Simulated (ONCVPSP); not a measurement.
**Scattering properties, ONCV potential for aluminium**

aluminium, optimised norm-conserving Vanderbilt (ONCV), made with ONCVPSP 4.0.1 (PBE, scalar-relativistic). Core [He], reference 2s2 2p6 3s1.5 3p1.5. Waves: 2s+3s: rc 0.90 bohr, ncon 3, nbas 6, qcut 12.6 1/bohr, 2 projectors; 2p+3p: rc 1.00 bohr, ncon 5, nbas 8, qcut 11.4 1/bohr, 2 projectors; d scattering state at 0.43 Ha: rc 1.00 bohr, ncon 3, nbas 8, qcut 9.1 1/bohr, 2 projectors, debl 2.2 Ha. Local part: polynomial inside 0.90 bohr (lpopt 2, dvloc0 3 Ha). Core correction: none.

The phase is arctan(r·R′/R) of the radial function R(r), unwrapped; energies in Ha, scanned from -6 to 5 Ha. A pole is an energy at which the radial function vanishes at the test radius. The pseudo phase is shifted by a multiple of π to meet the all-electron one at the reference energy, and phase errors are pseudo minus all-electron; the curves can meet again beyond the range given. Levels narrower than the energy grid can be missing from the lists of poles.

For each channel, where are the poles, and over which energies does the pseudopotential scatter like the atom?

```tsv
channel	radius (bohr)	reference energy (Ha)	poles, all-electron	poles, pseudo	unbroken range about the reference energy with phases within 0.05 rad	phase error 1 Ha above the reference energy (rad)
s	0.91	-0.30	-1.98	-1.98	the whole range	+0.000
p	1.02	-0.11	-1.59	-1.59	the whole range	+0.000
d	1.02	0.43	none	none	the whole range	-0.000
```

Phases in the s channel:

```tsv
E (Ha)	all-electron	pseudo
-5.96	-0.021	-0.021
-5.68	-0.255	-0.255
-5.40	-0.488	-0.488
-5.12	-0.699	-0.698
-4.84	-0.875	-0.875
-4.56	-1.018	-1.018
-4.28	-1.133	-1.133
-4.00	-1.225	-1.225
-3.72	-1.300	-1.300
-3.44	-1.362	-1.362
-3.16	-1.414	-1.415
-2.88	-1.459	-1.459
-2.60	-1.498	-1.498
-2.32	-1.533	-1.533
-2.04	-1.564	-1.564
-1.76	-1.593	-1.593
-1.48	-1.619	-1.619
-1.20	-1.644	-1.644
-0.92	-1.667	-1.667
-0.64	-1.690	-1.690
-0.36	-1.712	-1.712
-0.08	-1.733	-1.733
0.20	-1.754	-1.754
0.48	-1.776	-1.776
0.76	-1.798	-1.798
1.04	-1.821	-1.821
1.32	-1.844	-1.844
1.60	-1.868	-1.868
1.88	-1.894	-1.894
2.16	-1.922	-1.922
2.44	-1.952	-1.952
2.72	-1.984	-1.984
3.00	-2.020	-2.020
3.28	-2.059	-2.059
3.56	-2.103	-2.104
3.84	-2.153	-2.154
4.12	-2.209	-2.210
4.40	-2.274	-2.276
4.68	-2.348	-2.351
4.96	-2.434	-2.438
```
